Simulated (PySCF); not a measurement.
B₂H₄, SMILES BB. Atoms are numbered in the order given.

```xyz
6

B      0.0000     0.0000     0.8133
B      0.0000     0.0000    -0.8133
H     -0.7166     0.7166     1.4496
H      0.7166    -0.7166     1.4496
H     -0.7166    -0.7166    -1.4496
H      0.7166     0.7166    -1.4496
```
Charge 0, spin multiplicity 1.

Geometry: B3LYP-D3(BJ)/def2-TZVP.

The numbers are results of PySCF with CAM-B3LYP/def2-TZVPD, not measurements.

Mulliken values depend strongly on the basis, most of all with diffuse functions as here. ESP charges are fitted to the potential on shells at 1.4 to 2.0 van der Waals radii. Atomic charges (e):

```tsv
atom	IAO	ESP fit	Mulliken
B1	-0.07	0.15	0.04
B2	-0.07	0.15	0.04
H3	0.04	-0.08	-0.02
H4	0.04	-0.08	-0.02
H5	0.04	-0.08	-0.02
H6	0.04	-0.08	-0.02
```
